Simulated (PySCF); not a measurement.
[CoCl4]2-: what the settings change

The complex [CoCl4]2- (charge -2) contains Co(II), shell d7. The structure is a PBE0-D3(BJ)/def2-TZVP, IEF-PCM water geometry optimised for multiplicity 4; coordination tetrahedral, point group Td, metal–donor distances 2.29 Å.

```
5

Co    0.0000    0.0000    0.0000
Cl    1.3234    1.3234    1.3234
Cl    1.3234   -1.3234   -1.3234
Cl   -1.3234   -1.3234    1.3234
Cl   -1.3234    1.3234   -1.3234
```

Method (PySCF 2.14, density fitting): CASSCF(7,5) with orbitals averaged over all microstates of the shell, strongly contracted NEVPT2 on the averaged canonical orbitals; basis x2c-TZVPall on the metal, x2c-SVPall elsewhere; spin-free X2C; IEF-PCM water; spin-orbit coupling by state interaction with the mean-field operator over all roots.

Base run: NEVPT2 ground state 4A2, next 4T2 at 3390, then 4T1 at 5946 cm⁻¹, 10Dq(CASSCF) 2537, B(CASSCF) 1178, ζ 504 cm⁻¹, g 2.344 2.344 2.344, μeff(300 K) 4.68 μB.

(1) What happens with the basis x2c-TZVPall on all atoms?

(2) What happens with orbitals averaged over the highest spin alone?

NEVPT2 lifts 4T2 from 2402 to 3390 cm⁻¹; on the d shell alone such lifts tend to overshoot.

## Answers

(1) NEVPT2 ground state 4A2, next 4T2 at 3400, then 4T1 at 5965 cm⁻¹, 10Dq(CASSCF) 2570, B(CASSCF) 1177, ζ 504 cm⁻¹, g 2.343 2.343 2.343, μeff(300 K) 4.68 μB. It took 11 s against 6 s on a shared host of the same kind.

(2) NEVPT2 ground state 4A2, next 4T2 at 3191, then 4T1 at 5597 cm⁻¹, 10Dq(CASSCF) 2503, B(CASSCF) 1193, ζ 510 cm⁻¹, g 2.368 2.368 2.368, μeff(300 K) 4.74 μB.
